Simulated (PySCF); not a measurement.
C3H6OSe, SMILES CC[Se]C=O.

Geometry: PBE0-D3(BJ)/def2-SVP. The structure was generated by enumeration, and PubChem lists no compound with its InChIKey, so it may never have been made. Other conformers were not sampled.

Two levels are set side by side: TDA-PBE/def2-SVPD (PySCF) and TDA-CAM-B3LYP/def2-SVPD (PySCF). Vertical, same geometry. The lowest singlet is HOMO−1→LUMO 98 % with PBE and HOMO−1→LUMO 96 % with the other functional; states are paired by order. Differences are taken from unrounded values.

| quantity | TDA-CAM-B3LYP |
|---|---|
| lowest singlet excitation (eV) | 4.42 |
| lowest triplet excitation (TDA) (eV) | 3.87 |
| first bright state (f over 0.05) (eV) | 5.35 |
| its oscillator strength | 0.07 |

### Question
What does TDA-PBE give, and how far is it from TDA-CAM-B3LYP? (Estimate from the structure and the level; the computed values follow.)

### Answer

```csv
quantity,TDA-PBE,TDA-PBE minus TDA-CAM-B3LYP
lowest singlet excitation (eV),4.36,-0.06
lowest triplet excitation (TDA) (eV),3.62,-0.26
first bright state (f over 0.05) (eV),5.50,0.16
its oscillator strength,0.07,0.00
```

Rough cost on one machine, each run with all the roots and properties that it gave: TDA-CAM-B3LYP against TDA-PBE about 4 times.
